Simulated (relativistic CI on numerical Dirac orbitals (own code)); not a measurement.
# Ta XLVI: q coefficients and field-shift factors

Computed by Dirac-Coulomb-Breit CI, KLI orbitals optimised for each configuration, derivatives by finite differences, unscaled Slater integrals, QED left out (own radial code, finite nucleus).

Configurations in the expansion (outside the closed core [Ne] 3s2): 3p6 3d10, 3p6 3d9 4s, 3p6 3d9 4p, 3p6 3d9 4d, 3p5 3d10 4s, 3p6 3d9 4f, 3p5 3d10 4p, 3p6 3d8 4s2. Levels of other configurations are missing.

With x = (α/α₀)² − 1 an excitation energy changes as ω = ω₀ + qx; K = 2q/ω₀ is the relative enhancement. Terms are leading LS components, so labels can repeat. The field-shift factor is F = δν/δ⟨r²⟩ for the transition from the lowest level.

Lowest level 3p6 3d10 1S_0.

```
           Level  ω₀ (cm⁻¹)    q (cm⁻¹)  F (GHz/fm²)
 3p6 3d9 4s 3D_3   12125517  -1.488e+06         2210
 3p6 3d9 4s 1D_2   12140494  -1.486e+06         2200
 3p6 3d9 4s 3D_1   12626252     -982300         2220
 3p6 3d9 4s 3D_2   12635942     -982100         2220
3p6 3d9 4p 3P°_2   12895793   -1.36e+06          254
3p6 3d9 4p 3F°_3   12906227  -1.362e+06          251
3p6 3d9 4p 3F°_2   13397654     -856900          264
3p6 3d9 4p 3D°_1   13423702     -850200          263
3p6 3d9 4p 3F°_4   13668576     -425400          131
3p6 3d9 4p 1D°_2   13682881     -427300          135
3p6 3d9 4p 1P°_1   13691648     -424900          137
3p6 3d9 4p 3D°_3   13708276     -423400          131
3p6 3d9 4p 3P°_0   14141596       84020          146
3p6 3d9 4p 3P°_1   14177735       79380          146
3p6 3d9 4p 3F°_3   14180445       80320          144
3p6 3d9 4p 3D°_2   14201122       80640          145
 3p6 3d9 4d 3S_1   14801386     -369500          142
 3p6 3d9 4d 3G_4   14841237     -375100          141
 3p6 3d9 4d 3D_2   14851723     -372600          141
 3p6 3d9 4d 3F_3   14870485     -372000          141
 3p6 3d9 4d 1P_1   14982010     -206600          145
 3p6 3d9 4d 3G_5   14995274     -204900          145
 3p6 3d9 4d 3D_3   15026120     -202500          145
```

At this charge energies of transitions that change n are usually good to better than 1 %, and those within a shell (Δn = 0) to a few per cent.

(1) Which transition from the lowest level has the largest |K|?

Results:

(1) 3p6 3d9 4s 3D_3 at 12125517 cm⁻¹, K = -0.245.
